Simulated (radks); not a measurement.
All-electron atom: the osmium ion Os53+ in [Ar] 3d5. Calculated with a radial shooting solver on a logarithmic mesh with Libxc functionals: Dirac Kohn-Sham, PBE, spin-unpolarised, spherical densities, point nucleus; open shells are shared between the two j in proportion to 2j + 1. Some entries of the table are withheld. Estimate them.

orbital  occ.  eigenvalue (hartree)  <1/r> (bohr^-1)  r(max) (bohr)
1s1/2       2             -2836.692            90.53        0.01102
2s1/2       2                   (1)            22.23        0.06343
2p1/2       2                   (2)            22.15        0.04698
2p3/2       4                   (3)            18.41        0.05397
3s1/2       2             -220.1437              (4)         0.1743
3p1/2       2             -212.2602            8.479         0.1625
3p3/2       4             -198.4306            7.496         0.1756
3d3/2       2             -186.4579            7.371            (5)
3d5/2       3             -183.3257            7.142            (6)

Answer. 
(1) 2s1/2 eigenvalue (hartree): -594.4677
(2) 2p1/2 eigenvalue (hartree): -575.2369
(3) 2p3/2 eigenvalue (hartree): -518.3818
(4) 3s1/2 <1/r> (bohr^-1): 8.566
(5) 3d3/2 r(max) (bohr): 0.1356
(6) 3d5/2 r(max) (bohr): 0.1392
